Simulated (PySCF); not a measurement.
# 4-methylbenzyl alcohol (Cc1ccc(CO)cc1, C8H10O)

Geometry:
```json
{"atom": "C1", "x (Å)": "-3.005", "y (Å)": "-0.588", "z (Å)": "-0.357"}
{"atom": "C2", "x (Å)": "-1.556", "y (Å)": "-0.266", "z (Å)": "-0.134"}
{"atom": "C3", "x (Å)": "-0.553", "y (Å)": "-0.913", "z (Å)": "-0.864"}
{"atom": "C4", "x (Å)": "0.790", "y (Å)": "-0.595", "z (Å)": "-0.684"}
{"atom": "C5", "x (Å)": "1.175", "y (Å)": "0.380", "z (Å)": "0.241"}
{"atom": "C6", "x (Å)": "2.631", "y (Å)": "0.735", "z (Å)": "0.414"}
{"atom": "O7", "x (Å)": "3.506", "y (Å)": "-0.327", "z (Å)": "0.155"}
{"atom": "C8", "x (Å)": "0.179", "y (Å)": "1.021", "z (Å)": "0.982"}
{"atom": "C9", "x (Å)": "-1.164", "y (Å)": "0.706", "z (Å)": "0.794"}
{"atom": "H10", "x (Å)": "-3.146", "y (Å)": "-1.640", "z (Å)": "-0.647"}
{"atom": "H11", "x (Å)": "-3.428", "y (Å)": "0.032", "z (Å)": "-1.166"}
{"atom": "H12", "x (Å)": "-3.605", "y (Å)": "-0.399", "z (Å)": "0.546"}
{"atom": "H13", "x (Å)": "-0.830", "y (Å)": "-1.683", "z (Å)": "-1.590"}
{"atom": "H14", "x (Å)": "1.564", "y (Å)": "-1.110", "z (Å)": "-1.259"}
{"atom": "H15", "x (Å)": "2.902", "y (Å)": "1.531", "z (Å)": "-0.301"}
{"atom": "H16", "x (Å)": "2.784", "y (Å)": "1.165", "z (Å)": "1.425"}
{"atom": "H17", "x (Å)": "3.239", "y (Å)": "-1.067", "z (Å)": "0.712"}
{"atom": "H18", "x (Å)": "0.458", "y (Å)": "1.775", "z (Å)": "1.724"}
{"atom": "H19", "x (Å)": "-1.926", "y (Å)": "1.218", "z (Å)": "1.389"}
```

Theory: PySCF, quadratic response CAM-B3LYP/aug-cc-pVDZ first hyperpolarisability, Taylor convention, gas phase. Geometry: PBE0-D3(BJ)/def2-SVP.

Task: Give the tensor of the second harmonic β(−2ω;ω,ω) at 1907 nm in the axes of these coordinates.

Result: In au, Taylor convention; rows are the first index (the induced dipole):
|  | xx | yy | zz | xy | xz | yz |
| --- | --- | --- | --- | --- | --- | --- |
| x | -1.5 | +2.7 | +13.2 | -7.7 | -17.0 | +11.9 |
| y | -7.8 | -4.4 | -10.5 | +2.9 | +11.7 | -12.8 |
| z | -17.2 | -13.1 | -21.6 | +11.7 | +13.2 | -10.6 |

Norm of βᵢ = ⅓ Σⱼ (βᵢⱼⱼ + βⱼᵢⱼ + βⱼⱼᵢ): 58.2 au, hyper-Rayleigh value 24.8 au.
